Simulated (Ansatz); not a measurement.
Total energies of Ge19AsH30⁻ from Ansatz at r2SCAN-D4/def2-TZVP, gas phase (1 Eh = 27.2114 eV = 2625.5 kJ/mol). The reference geometry is relaxed at PBE-D4/def2-SVP.

Cartesian coordinates in Å:
```
Ge 2.7833 0.1230 3.4567
Ge -3.8595 -1.3239 2.5312
Ge -0.1135 -2.5654 2.6339
As -0.8643 1.0946 1.7485
Ge -1.4962 0.1003 -2.5483
Ge 1.8643 -0.0730 -0.3781
Ge -1.8483 -1.8450 -1.1005
Ge 0.7252 3.4849 -1.6083
Ge 2.2687 0.8491 -4.1881
Ge -2.9865 0.9165 2.9737
Ge -1.4794 2.4257 -1.7647
Ge 0.3664 -0.2819 3.3777
Ge 2.2427 2.3773 -0.0300
Ge 3.6437 -0.6333 1.2862
Ge -2.3757 -3.0414 3.4490
Ge -3.9851 -1.5758 0.0978
Ge -0.1883 -3.0544 0.2364
Ge 0.1683 -0.4105 -4.2875
Ge 3.5016 -0.0654 -2.2707
Ge 1.6451 3.1982 -3.8650
H 3.2794 -0.6395 4.7323
H 2.9923 1.6403 3.7553
H -5.2990 -1.4650 3.1307
H 0.8724 -3.5835 3.2973
H -0.5131 2.4282 2.4417
H -2.8696 0.0159 -3.3201
H -2.2324 -2.9254 -2.1777
H 0.4515 5.0139 -1.3808
H 2.9423 0.7004 -5.5984
H -2.8469 1.1865 4.5045
H -3.9964 1.9636 2.4031
H -2.3604 2.5791 -0.4862
H -2.2665 3.1699 -2.8993
H -0.3194 -0.1522 4.7846
H 1.8639 2.9354 1.3861
H 3.6514 3.0036 -0.3341
H 5.0977 -0.0524 1.1657
H 3.8472 -2.1763 1.5034
H -2.4305 -2.9972 5.0087
H -2.8952 -4.4513 3.0206
H -4.8950 -2.8109 -0.2041
H -4.7375 -0.3346 -0.4789
H -0.7601 -4.5214 0.2123
H 1.2124 -3.1217 -0.4272
H 0.4553 -1.9468 -4.2173
H -0.5541 -0.1783 -5.6584
H 3.9396 -1.4939 -2.7534
H 4.8359 0.7521 -2.1493
H 0.6209 3.6505 -4.9598
H 2.9016 4.1111 -4.0513
```

| state | geometry | energy (Eh) |
| --- | --- | --- |
| charge -1 singlet | reference | -41717.33830 |
| charge 0 doublet | reference | -41717.18789 |
| charge -1 triplet | relaxed at PBE-D4/def2-SVP | -41717.27326 |

Single mean-field runs in def2-TZVP are fitted with def2-universal-jkfit.

(1) Work out the vertical ionisation energy to the doublet.

(2) Which of the charge -1 states is lowest, and how far above it are the others?

(1) E(charge 0 doublet) − E(charge -1 singlet) = -41717.18789 − (-41717.33830) = 0.15041 Eh = 4.09 eV. For comparison, −ε of the highest occupied level is 2.48 eV at this level, 1.61 eV less.

(2) The singlet. triplet: -41717.27326 − (-41717.33830) = 0.06504 Eh = 170.8 kJ/mol. The triplet differs in its bonds from the reference.
